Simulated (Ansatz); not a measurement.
Reaction (ligand exchange at the Si–Se bond): `[SiH3][Se]BCl` + `N=CS` → `[SiH3]/N=C\S` + `ClB[SeH]`

Computed with Ansatz on PBE0-D4/def2-TZVP structures; ΔE is electronic, products minus reactants. CCSD(T)/CBS is the MP2 limit (def2-TZVPP, def2-QZVPP) plus CCSD(T) − MP2 in def2-TZVPP, frozen cores. This one scheme is used for every species. Functionals use def2-TZVPP. B3LYP here is the variant with VWN-RPA as its local correlation; programs differ in this. For Se outer-core shells are correlated without core-valence functions, which leaves a few kJ/mol of doubt a bond. Scalar relativity is left out up to krypton. One conformer a species, not always the lowest.

**Question.** Is it downhill or uphill in electronic energy at CCSD(T)/CBS, and by how much? (Best estimate.)

**Answer.** Computed: Uphill: ΔE = +21.3 kJ/mol.

**Question.** What do these levels give: PBE, B3LYP, MP2/def2-TZVPP, HF/def2-QZVPP, MP2/def2-QZVPP, MP2/CBS(def2)? (Best estimate.)

**Answer.** Ansatz gave: PBE 19.4, B3LYP 12.9, MP2/def2-TZVPP 19.8, HF/def2-QZVPP 16.3, MP2/def2-QZVPP 20.8, MP2/CBS(def2) 22.2 kJ/mol.

Largest T1 diagnostic among the species: 0.015.

From PBE to PBE0 (25 % exact exchange), in def2-TZVPP and without D4, ΔE moves by +3.2 kJ/mol.
